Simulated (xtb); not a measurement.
Li(OH2)4 (H₈LiO₄), SMILES [OH2]->[Li+](<-[OH2])(<-[OH2])<-[OH2] (connectivity only; charge and spin as stated), charge +1, multiplicity 1. All values are semi-empirical tight-binding results from xtb (GFN2-xTB unless named), good for trends rather than for accurate numbers. Coordinates come from a GFN2-xTB optimisation. The isomer is the one that the SMILES or the coordinates give; other isomers of the formula were not compared.

Optimised geometry:

```xyz
13

Li    -0.0003     0.0001    -0.0003
O      1.5588    -0.3496    -0.9841
H      1.8182     0.0493    -1.8176
H      2.2853    -0.9276    -0.7410
O      0.4643     0.3303     1.7873
H      1.1426     0.9239     2.1169
H      0.0971    -0.0945     2.5655
O     -0.8747     1.5001    -0.7119
H     -1.3572     1.5597    -1.5394
H     -0.9681     2.3618    -0.2998
O     -1.1485    -1.4811    -0.0913
H     -2.0729    -1.5218     0.1636
H     -0.9434    -2.3488    -0.4465
```
Charge +1, spin multiplicity 1.

For metal compounds this method's bond lengths and energies can be far off.

### Question
Estimate the properties. (An estimate is asked for; the answer gives what the named calculation found.)

### Answer

```
Item                                           Value
-------------------------------------  -------------
point group as xtb finds it                       S4
orbital gap                                  9.58 eV
zero-point energy                      57.5 kcal/mol
G − E(el) at 298.15 K (modified RRHO)  33.2 kcal/mol
```

Computed IR lines (harmonic; lines under 4 % of the strongest left out, lines within 3 cm⁻¹ merged):
ν (cm⁻¹): 323 (w), 355 (s), 386 (w), 477 (vs), 486 (s), 1540 (s), 3620 (m), 3659 (w) (against the strongest line: vs over 80 %, s over 45 %, m over 15 %, w over 4 %, vw less)

### Question
Give the atomic charges. (An estimate is asked for; the answer gives what the named calculation found.)

### Answer
charges (e) Li1 0.63, O2 -0.56, H3 0.32, H4 0.32, O5 -0.56, H6 0.32, H7 0.32, O8 -0.56, H9 0.32, H10 0.32, O11 -0.56, H12 0.32, H13 0.32.
